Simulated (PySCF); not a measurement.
Tc(O)3(Me) (CH3O3Tc), SMILES [CH3][Tc](=[O])(=[O])=[O], multiplicity 1. Geometry: r2SCAN-D4/def2-SVP. The spin state was assumed, not searched. The def2 effective core potentials stand for the cores of Tc; spin–orbit coupling is left out.

Calculation: PySCF with r2SCAN-D4/def2-SVP.

Harmonic wavenumbers (cm⁻¹): 168, 209, 209, 289, 340, 340, 574, 702, 702, 1016, 1024, 1024, 1185, 1390, 1390, 3034, 3167, 3167. Rotational constants (GHz): 3.945, 3.543, 3.543; symmetry number 3.

Work out the zero-point energy and the ideal-gas rigid-rotor harmonic-oscillator thermochemistry at 298.15 K and 1 atm.

ZPE = ½ Σ hcν = ½ × 19930 cm⁻¹ = 28.49 kcal/mol. H − E(el) = 33.01 kcal/mol. Entropy in cal/(mol K): translation 41.14, rotation 24.09, vibration 11.91, total 77.14. G − E(el) = 10.01 kcal/mol. Cp = 22.61 cal/(mol K).
